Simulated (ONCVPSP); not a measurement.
**Which setting gave this result? (germanium (Ge), ONCV)**

Base potential:

```
Element                 : Ge (Z = 32)
Generator               : ONCVPSP 4.0.1
Type                    : optimised norm-conserving Vanderbilt (ONCV)
Functional              : PBE
Relativity              : scalar-relativistic
Frozen core             : [Ne]
Valence charge          : 22
Reference configuration : 3s2 3p6 3d10 4s2 4p2
Partial waves           : 3s+4s: rc 0.95 bohr, ncon 4, nbas 9, qcut 12.9 1/bohr, 2 projectors; 3p+4p: rc 1.05 bohr, ncon 5, nbas 8, qcut 14.7 1/bohr, 3 projectors, debl 1.3 Ha; 3d: rc 0.95 bohr, ncon 3, nbas 8, qcut 19.2 1/bohr, local
Local potential         : the d channel
Core correction         : Teter function, fcfact 4.25, rcfact 1
```

Cutoffs, loose and tight: the cutoffs (Ha) at which the residual kinetic energy of the hardest occupied pseudo-wave falls to 1 and 0.1 mHa per electron. They do not see the model core or the augmentation charge, which bear on the density cutoff. Test errors are all-electron minus pseudo excitation energies from the reference, over the configurations 3s2 3p6 3d10 4s2 4p1; 3s2 3p6 3d10 4s2 4p0; 3s2 3p6 3d10 4s1 4p0; 3s2 3p6 3d10 4s2 4p1.5; variants that change the core or the reference have their own tests.

Only the scale of all radii but the core radius (base = 1) is moved:

| scale of all radii but the core radius (base = 1) | cutoff, loose | cutoff, tight | bound ghosts | largest test error (meV) |
| --- | --- | --- | --- | --- |
| 0.8 | 149 Ha | 247 Ha | s | -2.9 |
| 0.86 | 142 Ha | 159 Ha | s | -3.1 |
| 0.93 | 135 Ha | 152 Ha | s | -3.5 |
| 1.01 | 127 Ha | 144 Ha | s | -4.3 |
| 1.16 | 112 Ha | 127 Ha | s | -6.2 |
| 1.24 | 106 Ha | 122 Ha | s | -7.4 |
| 1.3 | 96 Ha | 110 Ha | s | -9.2 |

Problem. One more run gave cutoff, loose: 121 Ha; cutoff, tight: 137 Ha; bound ghosts: s; largest test error (meV): -5.0. Which value of the scale of all radii but the core radius (base = 1) was used?

Solution. 1.07. The loose cutoff moves one way along this sweep, from 149 Ha at 0.8 to 96 Ha at 1.3, which places the run between 1.01 and 1.16.
